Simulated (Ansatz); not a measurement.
Steps of a relaxation of CH$_{3}$F$_{3}$GeO (`FC(F)(F)[O][GeH3]`) with RKS PBE-D4/def2-SVP.

```sh
$ ansatz run in.yaml --threads 4 --pin off --events-out ev --progress --plain --max-ram 10444MiB
```

```yaml
crystal:
  periodic: [false, false, false]
  atoms:
    - {symbol: F, position_ang: [2.237000, -0.662800, -1.285500]}
    - {symbol: C, position_ang: [0.887900, -0.352800, -0.905200]}
    - {symbol: F, position_ang: [0.382100, 0.700000, -1.689700]}
    - {symbol: F, position_ang: [0.204000, -1.476000, -1.130100]}
    - {symbol: O, position_ang: [0.904100, -0.015000, 0.444300]}
    - {symbol: Ge, position_ang: [-0.783900, 0.363400, 0.999600]}
    - {symbol: H, position_ang: [-1.336200, 1.541500, 0.199800]}
    - {symbol: H, position_ang: [-1.642800, -0.885000, 0.803100]}
    - {symbol: H, position_ang: [-0.763800, 0.740500, 2.546600]}
basis:
  gaussian: {orbitals: def2-SVP}
hamiltonian: {xc: pbe, dispersion: d4}
relax: {f_tol: 0.03, max_steps: 200}
```

Positions (Å) and forces (eV/Å) along the path, 14 of 15 steps:

```xyz
9
step=1 energy=-67766.8330 eV
F     2.237   -0.663   -1.286   -2.537    1.129    0.418
C     0.888   -0.353   -0.905    2.777    0.472    0.873
F     0.382    0.700   -1.690    0.863   -1.761    0.740
F     0.204   -1.476   -1.130   -0.450    0.240   -0.454
O     0.904   -0.015    0.444    0.163   -0.342   -2.188
Ge   -0.784    0.363    1.000   -1.014    0.527    1.591
H    -1.336    1.542    0.200   -0.016    0.253   -0.193
H    -1.643   -0.885    0.803   -0.116   -0.302   -0.076
H    -0.764    0.741    2.547    0.329   -0.216   -0.709
9
step=2 energy=-67767.1892 eV
F     2.241   -0.607   -1.236   -1.553    0.387    0.460
C     0.911   -0.369   -0.897    1.699    0.839    0.479
F     0.447    0.634   -1.726    0.254   -0.694    0.375
F     0.227   -1.484   -1.177   -0.257   -0.190   -0.131
O     0.835   -0.005    0.422    0.137   -0.444   -1.442
Ge   -0.859    0.379    1.026   -0.208    0.146    0.528
H    -1.379    1.586    0.219   -0.037    0.030    0.003
H    -1.703   -0.897    0.820   -0.054    0.004    0.017
H    -0.632    0.716    2.531    0.018   -0.078   -0.289
9
step=3 energy=-67767.2864 eV
F     2.219   -0.576   -1.207    0.067    0.016    0.097
C     0.934   -0.360   -0.892   -0.106   -0.081   -0.189
F     0.458    0.602   -1.742    0.012   -0.045    0.028
F     0.240   -1.500   -1.189    0.041    0.057   -0.016
O     0.813   -0.013    0.389    0.018    0.067    0.103
Ge   -0.872    0.387    1.048   -0.020   -0.083   -0.245
H    -1.378    1.596    0.230   -0.040    0.018    0.074
H    -1.719   -0.886    0.821   -0.050    0.044    0.071
H    -0.607    0.703    2.526    0.078    0.009    0.075
9
step=4 energy=-67767.2969 eV
F     2.237   -0.572   -1.190    0.041    0.005    0.068
C     0.945   -0.363   -0.901   -0.034   -0.041   -0.118
F     0.478    0.592   -1.759   -0.002   -0.004    0.008
F     0.262   -1.507   -1.205    0.022    0.019    0.006
O     0.805   -0.011    0.379   -0.107    0.022    0.006
Ge   -0.883    0.383    1.034    0.044    0.006    0.037
H    -1.415    1.612    0.262    0.003   -0.013   -0.002
H    -1.765   -0.873    0.854    0.009    0.013   -0.009
H    -0.574    0.694    2.510    0.024   -0.006    0.004
9
step=5 energy=-67767.3002 eV
F     2.247   -0.565   -1.160    0.014   -0.015   -0.032
C     0.942   -0.367   -0.913    0.097   -0.009    0.025
F     0.493    0.580   -1.787   -0.025   -0.006    0.019
F     0.280   -1.517   -1.226   -0.011    0.018    0.008
O     0.779   -0.009    0.364   -0.079    0.008   -0.028
Ge   -0.892    0.388    1.042    0.003    0.004    0.005
H    -1.431    1.620    0.281   -0.001   -0.012    0.007
H    -1.781   -0.865    0.867    0.002    0.014   -0.002
H    -0.550    0.688    2.513    0.000   -0.003   -0.001
9
step=6 energy=-67767.3009 eV
F     2.252   -0.548   -1.166   -0.006    0.004    0.005
C     0.946   -0.372   -0.913   -0.010    0.002    0.008
F     0.471    0.558   -1.792    0.000    0.003   -0.003
F     0.303   -1.536   -1.212    0.004   -0.008    0.003
O     0.776   -0.005    0.360    0.015   -0.003   -0.009
Ge   -0.892    0.394    1.042   -0.003    0.002   -0.002
H    -1.424    1.639    0.300   -0.001    0.012   -0.005
H    -1.791   -0.847    0.847   -0.006   -0.010   -0.005
H    -0.551    0.670    2.517    0.006   -0.001    0.008
9
step=7 energy=-67767.3014 eV
F     2.255   -0.526   -1.173   -0.031    0.017    0.022
C     0.947   -0.377   -0.911   -0.079    0.001   -0.020
F     0.442    0.533   -1.797    0.025   -0.025    0.000
F     0.329   -1.560   -1.192    0.025    0.012   -0.001
O     0.773    0.001    0.357    0.078   -0.012    0.002
Ge   -0.892    0.400    1.040   -0.013    0.004    0.002
H    -1.412    1.664    0.319    0.000    0.011   -0.003
H    -1.801   -0.829    0.819   -0.004   -0.007   -0.005
H    -0.551    0.647    2.521   -0.001   -0.002    0.003
9
step=9 energy=-67767.3026 eV
F     2.250   -0.494   -1.185    0.002   -0.013   -0.010
C     0.940   -0.384   -0.908    0.123    0.021    0.026
F     0.401    0.498   -1.800   -0.048    0.000    0.010
F     0.359   -1.588   -1.165   -0.023   -0.001    0.012
O     0.781    0.007    0.360   -0.049   -0.006   -0.035
Ge   -0.888    0.410    1.038    0.003   -0.002   -0.003
H    -1.387    1.694    0.340    0.001    0.007    0.004
H    -1.802   -0.808    0.776   -0.013   -0.002   -0.003
H    -0.564    0.619    2.529    0.004   -0.003   -0.001
9
step=10 energy=-67767.3051 eV
F     2.248   -0.440   -1.207   -0.102   -0.020   -0.019
C     0.939   -0.395   -0.902    0.112    0.022    0.000
F     0.328    0.433   -1.806    0.018   -0.088    0.085
F     0.419   -1.638   -1.113    0.035    0.104    0.012
O     0.786    0.021    0.358   -0.072   -0.024   -0.082
Ge   -0.886    0.424    1.030   -0.001    0.014    0.020
H    -1.350    1.751    0.384    0.009   -0.032    0.016
H    -1.820   -0.766    0.705    0.016    0.034    0.001
H    -0.574    0.566    2.534   -0.014   -0.010   -0.032
9
step=11 energy=-67767.3051 eV
F     2.245   -0.394   -1.230   -0.263   -0.040   -0.008
C     0.939   -0.406   -0.898    0.060    0.001   -0.049
F     0.264    0.370   -1.811    0.132   -0.192    0.191
F     0.473   -1.681   -1.065    0.114    0.276    0.010
O     0.791    0.036    0.354   -0.047   -0.040   -0.124
Ge   -0.880    0.440    1.028   -0.063   -0.012    0.005
H    -1.321    1.796    0.424    0.033   -0.045    0.038
H    -1.831   -0.720    0.638    0.044    0.054    0.021
H    -0.591    0.513    2.544   -0.009   -0.002   -0.083
9
step=12 energy=-67767.3081 eV
F     2.242   -0.394   -1.231   -0.126   -0.019   -0.008
C     0.939   -0.405   -0.898    0.035   -0.012   -0.032
F     0.264    0.364   -1.811    0.056   -0.085    0.090
F     0.477   -1.679   -1.061    0.061    0.131    0.009
O     0.789    0.040    0.352   -0.029   -0.025   -0.058
Ge   -0.884    0.438    1.024   -0.010    0.016    0.023
H    -1.316    1.800    0.433    0.003   -0.033    0.008
H    -1.834   -0.722    0.638    0.023    0.038    0.000
H    -0.589    0.511    2.537   -0.013   -0.010   -0.031
9
step=13 energy=-67767.3105 eV
F     2.232   -0.365   -1.251    0.011    0.000   -0.002
C     0.939   -0.412   -0.893   -0.026    0.021    0.003
F     0.226    0.328   -1.799    0.002   -0.010    0.009
F     0.514   -1.697   -1.038    0.008   -0.008    0.004
O     0.793    0.040    0.355    0.000   -0.006   -0.008
Ge   -0.881    0.446    1.022    0.009    0.008    0.002
H    -1.294    1.820    0.450    0.002    0.005    0.000
H    -1.839   -0.691    0.602   -0.005   -0.003   -0.004
H    -0.603    0.486    2.537   -0.001   -0.006   -0.003
9
step=14 energy=-67767.3115 eV
F     2.217   -0.311   -1.281   -0.074   -0.016    0.008
C     0.937   -0.424   -0.886   -0.018    0.028   -0.006
F     0.157    0.258   -1.788    0.066   -0.073    0.062
F     0.583   -1.734   -0.993    0.026    0.080   -0.014
O     0.796    0.045    0.356    0.006   -0.020   -0.067
Ge   -0.880    0.460    1.013    0.010    0.004    0.034
H    -1.249    1.868    0.492   -0.005   -0.026   -0.004
H    -1.851   -0.645    0.539    0.000    0.025   -0.002
H    -0.622    0.437    2.533   -0.012   -0.001   -0.012
9
step=15 energy=-67767.3120 eV
F     2.210   -0.295   -1.294   -0.013   -0.001    0.008
C     0.938   -0.427   -0.884   -0.027    0.010   -0.010
F     0.137    0.233   -1.782    0.028   -0.027    0.017
F     0.607   -1.743   -0.980    0.006    0.020   -0.006
O     0.799    0.047    0.355    0.006   -0.006   -0.011
Ge   -0.875    0.464    1.014   -0.020    0.006   -0.008
H    -1.238    1.875    0.500    0.010    0.000    0.011
H    -1.859   -0.620    0.518    0.007   -0.007    0.006
H    -0.631    0.420    2.535    0.003    0.003   -0.006
```

Hardware: 4 threads of an Arm Neoverse V1 on a shared host. Wall time 21 s, peak host memory 0.17 GiB.
